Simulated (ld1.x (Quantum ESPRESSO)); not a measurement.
**Plane-wave convergence, TM potential for fluorine (F)**

```json
{
  "Element": "F (Z = 9)",
  "Generator": "ld1.x (Quantum ESPRESSO) 7.5",
  "Type": "norm-conserving Troullier–Martins (Kleinman–Bylander form)",
  "Functional": "LDA (PZ)",
  "Relativity": "scalar-relativistic",
  "Frozen core": "[He]",
  "Valence charge": "7",
  "Reference configuration": "2s2 2p3.5 (charge +1.5)",
  "Partial waves": "2p (bound): rc 1.00 bohr; 2s (bound): rc 0.70 bohr",
  "Local potential": "the s channel",
  "Core correction": "Bessel-smoothed model core inside 0.55 bohr"
}
```

The pseudo-atom Hamiltonian at the reference potential is diagonalised in spherical Bessel functions j_l(qr) that vanish at 20 bohr, with q² up to the cutoff. All-electron valence levels (Ry): 2p -2.8208, 2s -4.1885.

Question: How do the lowest levels (Ry) of each channel move with the cutoff, and are there ghosts?

Answer:

| cutoff (Ry) | p #1 | s #1 | s #2 | d #1 | d #2 | f #1 | Σ f·Δε (mRy) |
| --- | --- | --- | --- | --- | --- | --- | --- |
| 8 | -1.3147 | -3.8011 | -0.7165 | -0.2967 | -0.1525 | -0.1375 | 6046.4 |
| 18 | -1.7806 | -3.8992 | -0.7383 | -0.2990 | -0.1539 | -0.1375 | 4219.7 |
| 35 | -2.2744 | -3.9892 | -0.7475 | -0.2995 | -0.1541 | -0.1375 | 2311.0 |
| 55 | -2.5853 | -4.1167 | -0.7625 | -0.2995 | -0.1542 | -0.1375 | 968.0 |
| 80 | -2.7693 | -4.1711 | -0.7694 | -0.2995 | -0.1542 | -0.1375 | 215.5 |
| 120 | -2.8191 | -4.1831 | -0.7711 | -0.2995 | -0.1542 | -0.1375 | 16.8 |
| 200 | -2.8206 | -4.1866 | -0.7714 | -0.2995 | -0.1542 | -0.1375 | 4.7 |
| 350 | -2.8209 | -4.1884 | -0.7716 | -0.2995 | -0.1542 | -0.1375 | 0.1 |
| 400 | -2.8209 | -4.1885 | -0.7716 | -0.2995 | -0.1542 | -0.1375 | 0.0 |

Result: no extra level below or beside the all-electron valence levels (p, s, d, f tested); 10 mRy is reached at 180 Ry and 1 mRy at 260 Ry.

Its largest configuration-test error is +381 meV.
